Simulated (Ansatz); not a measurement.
## One elementary step

Start structure (GeH5BrO, closed shell), relaxed at PBE0-D4/def2-TZVP:

Ge1  (-0.794, 0.318, -0.989)
Br2  (0.913, -1.196, -1.452)
H3  (-1.500, 0.541, -2.333)
H4  (-0.134, 1.600, -0.484)
H5  (-1.715, -0.339, 0.037)
H6  (1.102, -0.906, 1.228)
O7  (0.703, -0.292, 1.854)
H8  (1.424, 0.273, 2.140)
(Å)

The step: GeH₃Br ([GeH3][Br]) + H₂O → GeH₄O ([OH][GeH3]) + HBr; bonds formed: Ge1–O7, Br2–H6; bonds broken: Ge1–Br2, H6–O7. Program: Ansatz 0.2.0. Basis: def2-TZVPP and def2-QZVPP. Cores are frozen in the correlated methods. Filled d shells of the heavier atoms are correlated. The def2 sets are not built for correlating such inner shells, so the correlated values are less sure here. Extrapolation: Hartree–Fock as exp(−7.88 √X), correlation as X^−2.97. Energies below are by CCSD(T) at an estimated basis limit (MP2 extrapolated from triple and quadruple zeta, plus CCSD(T) − MP2 in triple zeta).

(1) What are the electronic barrier and the energy of the step, from the start structure to the end structure? (An estimate is asked for; the value comes from the calculation.)

T1 diagnostic: at most 0.011.

Results:

(1) Computed: Barrier 1.118 eV; step energy 0.566 eV (uphill); reverse barrier, their difference, 0.552 eV. Barrier and step energy count from the start structure, the reverse barrier from the end structure.

The saddle point: One imaginary mode of 131i cm⁻¹.
| pair | start (Å) | saddle (Å) | end (Å) |
| --- | --- | --- | --- |
| Ge1–O7 | 3.27 | 2.05 | 1.80 |
| Br2–H6 | 2.70 | 2.09 | 1.46 |
| Ge1–Br2 | 2.33 | 2.72 | 4.30 |
| H6–O7 | 0.96 | 1.00 | 1.74 |

Zero-point energy (harmonic, PBE0-D4): ZPE is 1.296 eV at the start and 1.324 eV at the saddle, so the barrier goes from 1.118 to 1.145 eV.

The step is the kind of ligand exchange by which a precursor binds to a hydroxyl group, or is hydrolysed, in atomic layer deposition of oxides.

Labels in which every atom is bracketed show which atoms are joined, not bond orders.

For scale, one of the runs: CCSD(T)/def2-TZVPP, 197 basis functions, launched by `ansatz run in.yaml --threads 4 --pin off --events-out ev --progress --plain --max-ram 9574MiB`. Hardware: 4 CPU threads of an Arm Neoverse V1, shared host. Wall time 99 s; peak host memory 2.4 GiB.
